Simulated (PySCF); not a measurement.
Ligands exchanged one at a time, Si Br-NH2. All species are isolated molecules in the gas phase. One relaxed conformer stands for each flexible species; it need not be the lowest. Strings in code marks are SMILES. All members: neutral, multiplicity 1. Level: B3LYP-D3(BJ)/def2-TZVP // PBE0-D3(BJ)/def2-TZVP (PySCF). B3LYP has the VWN-RPA correlation part, as in Gaussian. Delta-SCF ions had no search for a lower state.  The removal energy is E(N − 1 electrons) − E(N electrons) at the parent's geometry; ε(HOMO) is measured against the vacuum level.

```tsv
species	−ε(HOMO) (eV)	vertical ionisation energy (Delta-SCF) (eV)
`N[Si](N)(N)N`	6.44	8.58
`N[Si](N)(N)Br`	7.18	9.26
`N[Si](N)(Br)Br` (H–N–Si–Br torsion 180°, Br–Si–N–H torsion 63°)	7.53	withheld
`N[Si](Br)(Br)Br` (H–N–Si–Br torsion 44°)	7.85	9.87
`Br[Si](Br)(Br)Br`	8.41	10.41
```

**Question.** Fit vertical ionisation energy (Delta-SCF) = a + b·x to the 4 complete rows by least squares, with x = −ε(HOMO) in eV. Give a, b and the rms residual, and predict the withheld value.

**Answer.** Means of the 4 rows: x̄ = 7.47, ȳ = 9.53 eV. Σ(x − x̄)² = 2.173 and Σ(x − x̄)(y − ȳ) = 2.0132, so b = 0.926 and a = ȳ − b·x̄ = 2.613 eV. The rms residual is 0.008 eV. At x = 7.53 the line gives 9.59 eV. The run for `N[Si](N)(Br)Br` (H–N–Si–Br torsion 180°, Br–Si–N–H torsion 63°) gave 9.55 eV, so the line is off by 0.04 eV, more than twice the rms residual.

Codes: PySCF.
